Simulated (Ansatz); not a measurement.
Molecule: Al₂H₄, charge -1, multiplicity 2. It need not be the lowest isomer of its formula. 
Structure (B3LYP-D3(BJ)/def2-TZVP (Ansatz, a first-principles code) minimum search):
```
Al
H 1 1.6207
H 1 1.6207 2 110.39
Al 1 2.4841 2 124.81 3 -180.00
H 4 1.6207 1 124.81 2 180.00
H 4 1.6207 5 110.39 1 -180.00
```
Charge -1, spin multiplicity 2.

Parts of the frozen-core correlation energy in aug-cc-pV(T+d)Z (Ansatz, hartree). Frozen orbitals: 10; correlated occupied orbitals by spin: 6 and 5; virtual: 186 and 187. UHF or UKS for open shells. Spin-orbit coupling is left out. No relativistic terms.

| term | value |
|---|---|
| reference (HF) | -486.17217 |
| MP2 opposite-spin | ___ |
| MP2 same-spin | ___ |
| CCSD correlation | -0.22423 |
| (T) | ___ |
| T1 diagnostic | 0.018 |
| largest doubles amplitude | 0.034 |
| <S^2> of the reference | 0.769 |

Complete the blanks.


- MP2 opposite-spin, value: -0.16238
- MP2 same-spin, value: -0.02100
- (T), value: -0.00721
